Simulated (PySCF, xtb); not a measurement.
Si(H)2(OH)(SH) (H4OSSi), SMILES [SiH2](S)O. Atoms are numbered in the order given.

```xyz
7

Si    -0.7342    -0.1046     0.2487
O     -0.8255     1.5113     0.5464
S      1.1437    -0.6925    -0.5624
H     -0.9850    -0.7435     1.5539
H     -1.7054    -0.5486    -0.7774
H     -0.5710     2.1055    -0.1630
H      1.8445    -0.3599     0.5309
```

Coordinates come from a ωB97X-D3(BJ)/def2-TZVP optimisation. One conformer was computed; it need not be the lowest.

Level of theory: IEF-PCM-M06-2X/def2-SVP in PySCF.

The values are the electrostatic part of the solvation free energy, E(continuum) − E(gas) at the gas-phase geometry, in a cavity of scaled van der Waals radii (PySCF's table); cavitation and dispersion terms are not included. In vacuum the orbital gap is 10.48 eV. The dipole moment in vacuum is 0.86 D.

```json
[
 {"solvent": "water", "ε": "78.36", "ΔG(elec) (kcal/mol)": "-5.1", "dipole (D)": "1.09", "gap (eV)": "10.72"},
 {"solvent": "acetone", "ε": "20.49", "ΔG(elec) (kcal/mol)": "-4.8", "dipole (D)": "1.08", "gap (eV)": "10.71"},
 {"solvent": "1-octanol", "ε": "9.86", "ΔG(elec) (kcal/mol)": "-4.4", "dipole (D)": "1.05", "gap (eV)": "10.69"}
]
```

For comparison, GFN2-xTB/ALPB(water) (xtb, at the GFN2-xTB geometry, all terms of that model) gives -4.2 kcal/mol.
